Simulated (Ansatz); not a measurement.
Relaxation of FGeH$_{3}$O$_{3}$ (8 atoms, charge 0, multiplicity 1), to a largest force component of 0.02 eV/Å in at most 40 steps.

Computed with RHF/def2-SVP (Ansatz 0.2.0).

```xyz
8
Properties=species:S:1:pos:R:3:forces:R:3
Ge 0.000 0.000 0.000 0.55 0.77 -2.58
F 0.000 0.000 1.680 -0.13 -0.18 0.88
O 1.669 0.000 -0.589 -0.38 -3.06 0.21
H 1.986 -0.952 -0.706 -0.78 2.95 0.28
O -0.834 1.444 -0.589 -2.41 -1.86 -0.11
H -1.792 1.214 -0.812 2.89 0.89 0.59
O -0.834 -1.444 -0.589 -0.99 -0.66 3.22
H -1.288 -1.910 0.183 1.26 1.14 -2.48
```

Task: Where does it end, and by what steps?

Result: The forces met the threshold. The force dipped under the threshold on the way, but the program's further checks kept it going. After 34 steps the energy has fallen by 0.545 eV; H4 moved furthest, 0.90 Å.

```tsv
step	energy less start (eV)	largest force component (eV/Å)	accepted
0	0.0000	3.219	yes
2	-0.4642	0.198	yes
4	-0.4827	0.140	yes
6	-0.4864	0.030	yes
8	-0.4867	0.020	yes
10	-0.4871	0.103	no
12	-0.4867	0.354	no
14	-0.4883	0.145	yes
16	-0.4911	0.041	yes
18	-0.4921	0.044	yes
20	-0.5024	0.108	yes
22	-0.5110	0.404	no
24	-0.5363	0.079	yes
26	-0.5429	0.009	yes
28	-0.5428	0.175	no
30	-0.5433	0.278	yes
32	-0.5444	0.014	yes
34	-0.5445	0.005	yes
```

```xyz
8
Properties=species:S:1:pos:R:3
Ge -0.123 -0.174 -0.063
F 0.043 0.038 1.627
O 1.415 -0.653 -0.676
H 2.157 -0.089 -0.514
O -0.635 1.323 -0.745
H -1.536 1.582 -0.623
O -1.306 -1.395 -0.345
H -1.107 -2.281 -0.084
```

Run time: 2.8 min on 1 thread of Intel(R) Xeon(R) Platinum 8259CL CPU @ 2.50GHz (Skylake/Cascade Lake) (shared host), peak memory 0.24 GiB.
